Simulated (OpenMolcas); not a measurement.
## Co4+, Rh4+, Ir4+: d5 down the group

```
Program             : OpenMolcas
Method              : MS-RASPT2, IPEA 0.25 Eh, imaginary shift 0.1 Eh
Basis               : ANO-RCC-VQZP
Scalar Hamiltonian  : DKH2, point nucleus
Spin-orbit coupling : state interaction with AMFI integrals over the reference wave functions, term energies averaged over their components
```

Active space for each ion: 11 electrons in 8 orbitals (RAS1 p, at most 2 holes; RAS2 d); closed shells correlated by CASPT2: Co4+ 3s; Rh4+ 4s; Ir4+ 5s.

Computed levels in cm-1 above 6S 5/2:

```tsv
Level	Co4+	Rh4+	Ir4+
4G 7/2	38400	26390	23440
4G 11/2	38410	26500	24730
4G 9/2	38430	26600	25770
4P 1/2	42670	30450	27730
4D 7/2	46370	31810	30950
4D 1/2	46500	33020	35440
2I 11/2	55800	38290	36190
2I 13/2	55920	39030	39750
2F 7/2(1)	61820	45400	51440
weight of 6S in the lowest level (%)	100	99	85
```

Mixed levels, with the weight of the term that names them: Rh4+ 4P 1/2 (70 %), Rh4+ 4D 1/2 (71 %), Rh4+ 2F 7/2(1) (64 %), Ir4+ 4G 7/2 (64 %), Ir4+ 4P 1/2 (60 %), Ir4+ 4D 7/2 (66 %), Ir4+ 4D 1/2 (65 %), Ir4+ 2I 11/2 (73 %), Ir4+ 2F 7/2(1) (63 %).

Measured, with the error of the calculation in %. Measured levels: Co4+ from Sugar and Corliss, J. Phys. Chem. Ref. Data 10, 1097 (1981).

```tsv
Level	Co4+
4G 11/2	37218 (+3.2)
4P 1/2	41024 (+4.0)
4D 7/2	44709 (+3.7)
4D 1/2	44908 (+3.5)
2F 7/2(1)	59455 (+4.0)
```

Without spin-orbit coupling 4G lies 38400, 26460, 24270 cm-1 above 6S in that order; the difference to the level 4G 7/2, of either sign, comes from spin-orbit coupling, which also lowers the zero.

CASPT2 does not keep the components of a term degenerate, so their means are used; among the terms shown or strongly mixed into the levels shown the widest spread is 950 cm-1 (4d5 2I, Rh4+). Active for correlation alone: 3p; no level in the range computed is led by a configuration that opens it, so any true level of that kind is missing (holds for Co4+). Active for correlation alone: 4p; no level in the range computed is led by a configuration that opens it, so any true level of that kind is missing (holds for Rh4+). Blocks of more than 70 roots (2S+1 = 2 even) ran without multistate coupling (holds for Ir4+). Active for correlation alone: 5p; no level in the range computed is led by a configuration that opens it, so any true level of that kind is missing (holds for Ir4+). Measured partners are found by configuration, term and J. A level has none where our copy of the source lacks it or the pairing is in doubt (some pairs that miss far off the trend of their configuration count as doubtful), and it then counts in no deviation. Levels of configurations outside the active space are missing.

A number in round brackets counts repeated terms of one configuration in the order of the reference energies.
